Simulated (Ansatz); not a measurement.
C4H8Ge can be A, `C=C=C[CH2][GeH3]`, or B, `C=[CH][GeH2][CH]=C`.

Program: Ansatz. Geometries: PBE0-D4/def2-TZVP. ΔE: electronic, gas phase. CCSD(T)/CBS adds triple-zeta CCSD(T) − MP2 to the extrapolated MP2 energy (def2 sets, frozen cores). DFT in def2-TZVPP. B3LYP here is the variant with VWN-RPA as its local correlation; programs differ in this. For Ge outer-core shells are correlated without core-valence functions, which leaves a few kJ/mol of doubt a bond. Scalar relativity is left out up to krypton. One conformer a species, not always the lowest.

Which is lower in electronic energy at CCSD(T)/CBS, and by how much? (Best estimate.)

The calculation gave: B, by 46.1 kJ/mol.

Give E(B) − E(A) in kJ/mol with B2PLYP, PBE0-D4, ωB97M-V, MP2/def2-TZVPP, B3LYP-D4, B3LYP, CCSD/def2-TZVPP. (An estimate is asked.)

Computed: B2PLYP -37.0, PBE0-D4 -28.8, ωB97M-V -37.5, MP2/def2-TZVPP -45.7, B3LYP-D4 -33.2, B3LYP -29.1, CCSD/def2-TZVPP -47.1. None reverses the order clearly.

Largest T1 diagnostic: 0.012.

The D4 term adds −4.1 kJ/mol with B3LYP and −2.2 kJ/mol with PBE0; it sums over pairs of atoms, weighted by their polarisabilities, and B3LYP, whose exchange is more repulsive, gets the larger term. From PBE to PBE0 (25 % exact exchange), in def2-TZVPP and without D4, E(B) − E(A) moves by −5.1 kJ/mol.
